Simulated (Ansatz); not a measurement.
`[OH][GeH2][O][SiH](O)O` + `N[SiH3]` → `[OH][GeH2][NH][SiH3]` + `O[SiH](O)O`  (ligand exchange at a Ge–O bond)

Computed with Ansatz on PBE0-D4/def2-TZVP structures; ΔE is electronic, products minus reactants. CCSD(T)/CBS adds triple-zeta CCSD(T) − MP2 to the extrapolated MP2 energy (def2 sets, frozen cores). This one scheme is used for every species. Functionals use def2-TZVPP. B3LYP here is the variant with VWN-RPA as its local correlation; programs differ in this. For Ge outer-core shells are correlated without core-valence functions, which leaves a few kJ/mol of doubt a bond. Scalar relativity is left out up to krypton. Each species was taken in one conformer, which may not be the lowest.

Problem. Is it downhill or uphill in electronic energy at CCSD(T)/CBS, and by how much? (An estimate is asked.)

Solution. Ansatz gave: Uphill: ΔE = +8.1 kcal/mol.

Problem. What do these levels give: PBE-D4, r2SCAN-D4, B3LYP-D4, B2PLYP, PBE, PBE0, B3LYP, SCS-MP2/def2-TZVPP, CCSD(T)/def2-TZVPP, HF/def2-QZVPP, SCS-MP2/def2-QZVPP, MP2/CBS(def2)? (Estimate.)

Solution. Computed: PBE-D4 8.0, r2SCAN-D4 9.2, B3LYP-D4 9.3, B2PLYP 8.7, PBE 7.6, PBE0 7.8, B3LYP 8.7, SCS-MP2/def2-TZVPP 8.4, CCSD(T)/def2-TZVPP 8.4, HF/def2-QZVPP 10.0, SCS-MP2/def2-QZVPP 8.3, MP2/CBS(def2) 7.7 kcal/mol.

Largest T1 diagnostic among the species: 0.012.

In def2-TZVPP, CCSD(T) changes the Hartree–Fock value by −1.4 kcal/mol (the triples alone add −0.1 kcal/mol) and MP2 by −1.8 kcal/mol.
